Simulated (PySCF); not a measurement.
Spectrum to structure. The calculation used PySCF 2.14.0, density-fitted response routines, TDDFT B3LYP/def2-SVPD, vertical, gas phase, core orbitals frozen in the response. Geometries: GFN2-xTB, one conformer each.

| state | E (eV) | f | main configurations (H = HOMO, L = LUMO) |
| --- | --- | --- | --- |
| S1 | 5.00 | 0.0094 | H→L (98%) |
| S2 | 5.66 | 0.100 | H→L+1 (89%) |
| S3 | 5.89 | 0.0092 | H→L+2 (98%) |
| S4 | 6.30 | 0.0067 | H→L+3 (79%) |
| S5 | 6.38 | 0.063 | H-2→L (42%), H-1→L (30%), H-1→L+1 (16%) |
| S6 | 6.44 | 0.040 | H-1→L+1 (64%), H-2→L+1 (12%) |
| S7 | 6.71 | 0.054 | H→L+4 (71%), H→L+5 (10%), H-1→L+2 (9%) |
| S8 | 6.77 | 0.051 | H-1→L+2 (67%), H-1→L (8%) |

Task: Which structure fits? All have the formula C6H11P.
A. `C#CCPCCC`
B. `C1CP2CCC1C2`
C. `CC[C@@H](C)P1C=C1`
D. `C=C(C)PC(=C)C`

Result: D. Its S1 lies at 5.00 eV; the nearest of the others has S1 at 4.65 eV. S1 is HOMO→LUMO (98%). Löwdin shares by element: HOMO carbon 42% or more, phosphorus 40% (atoms not listed hold the other 18%); LUMO carbon 60% or more, phosphorus 9%, hydrogen 6% or more (atoms not listed hold the other 24%). At the same level the other candidates give, for their lowest levels:
- `CC[C@@H](C)P1C=C1`: 4.65 eV (f 0.002); 5.31 eV (f 0.009); 5.56 eV (f 0.003); 6.04 eV (f 0.010); 6.25 eV (f 0.010); T1 3.75 eV; HOMO -6.24, LUMO -0.62 eV
- `C#CCPCCC`: 6.08 eV (f 0.011); 6.34 eV (f 0.084); 6.44 eV (f 0.010); 6.54 eV (f 0.024); 6.64 eV (f 0.009); T1 5.33 eV; HOMO -6.82, LUMO 0.14 eV
- `C1CP2CCC1C2`: 5.91 eV (f 0.038); 6.44 eV (f 0.063); 6.58 eV (f 0.051); 6.89 eV (f 0.010); 7.10 eV (f 0.038); T1 5.25 eV; HOMO -6.44, LUMO 0.27 eV

Shape of the structure used: `[CH2:1]=[C:2]([CH3:3])[PH:4][C:5](=[CH2:6])[CH3:7]`: C1–C2–P4–C5 33°, C2–P4–C5–C6 -112°.
Triplets come from the Tamm–Dancoff approximation.
